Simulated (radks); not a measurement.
The bismuth anion Bi3-, [Rn], held by a Watson sphere: a shell of charge +2.97 at radius R that stands for the Madelung well of a crystal (potential energy -2.97/R inside, -2.97/r outside, in hartree with lengths in bohr). Method: scalar-relativistic Kohn-Sham, LDA (Slater exchange, VWN5 correlation), spin-polarised, spherical densities, point nucleus; computed with a radial shooting solver on a logarithmic mesh with Libxc functionals. Response by self-consistent Sternheimer equations with the Hartree and adiabatic LDA kernel, the relativistic mass of each level held fixed and spin-orbit coupling left out. The sphere does not respond.

R (bohr)  e(5d) (eV)  e(6s) (eV)  e(6p) (eV)  <r> 6p (bohr)  sum of <r^2> (bohr^2)  X-ray form factor at sin(theta)/lambda = 0.1 1/angstrom  alpha (bohr^3)
2.96         -26.270     -15.434      -6.225          3.020                  106.8                                                   79.696           68.68
3.28         -25.616     -14.609      -5.748          3.150                  112.8                                                   79.500           83.42
4.55         -24.266     -12.535      -4.103          3.651                  138.3                                                   78.881           180.3
4.58         -24.246     -12.503      -4.071          3.662                  139.0                                                   78.869           183.4
4.6          -24.234     -12.482      -4.050          3.669                  139.4                                                   78.862           185.6
5.25         -23.892     -11.925      -3.430          3.909                  153.7                                                   78.652           268.4
6.11         -23.584     -11.445      -2.794          4.209                  174.2                                                   78.468           425.9
6.15         -23.572     -11.428      -2.769          4.223                  175.2                                                   78.462           434.9
